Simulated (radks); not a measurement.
Isoelectronic series with 17 electrons, each ion in its NIST ground configuration. Method: Dirac Kohn-Sham, PBE, spin-unpolarised, spherical densities, finite nucleus; open shells are shared between the two j in proportion to 2j + 1; Fermi nuclear charge, rms radius of each element as measured or else 0.836 A^(1/3) + 0.57 fm; computed with a radial shooting solver on a logarithmic mesh with Libxc functionals. Total energies (hartree) and mean radii <r> (bohr):

ion    configuration  E (hartree)   3p3/2   3p1/2
Cl      [Ne] 3s2 3p5   -461.43428   1.847   1.837
Ca3+    [Ne] 3s2 3p5   -677.77856   1.208   1.201
V6+     [Ne] 3s2 3p5   -938.32626  0.9185  0.9126
Fe9+    [Ne] 3s2 3p5  -1243.30587  0.7453  0.7396
Cu12+   [Ne] 3s2 3p5  -1593.08541  0.6285  0.6226
Ge15+   [Ne] 3s2 3p5  -1988.12302  0.5438  0.5377
Br18+   [Ne] 3s2 3p5  -2428.95772  0.4795  0.4731
Sr21+   [Ne] 3s2 3p5  -2916.20655  0.4288  0.4221
Nb24+   [Ne] 3s2 3p5  -3450.56721  0.3878  0.3808
Ru27+   [Ne] 3s2 3p5  -4032.82313  0.3539  0.3465
Ag30+   [Ne] 3s2 3p5  -4663.85630  0.3254  0.3177
Sn33+   [Ne] 3s2 3p5  -5344.64045  0.3011  0.2930
I36+    [Ne] 3s2 3p5  -6076.26512  0.2801  0.2716
Ba39+   [Ne] 3s2 3p5   -6859.9392  0.2618  0.2528
Pr42+   [Ne] 3s2 3p5   -7697.0093  0.2456  0.2363
Sm45+   [Ne] 3s2 3p5   -8588.9307  0.2313  0.2215
Tb48+   [Ne] 3s2 3p5   -9537.4380  0.2185  0.2082
Er51+   [Ne] 3s2 3p5  -10544.2490  0.2070  0.1962
Lu54+   [Ne] 3s2 3p5  -11611.4971  0.1965  0.1853
W57+    [Ne] 3s2 3p5  -12741.5394  0.1870  0.1753
Ir60+   [Ne] 3s2 3p5  -13936.8521  0.1784  0.1661
Hg63+   [Ne] 3s2 3p5  -15200.3092  0.1704  0.1576
Bi66+   [Ne] 3s2 3p5  -16535.1808  0.1631  0.1498
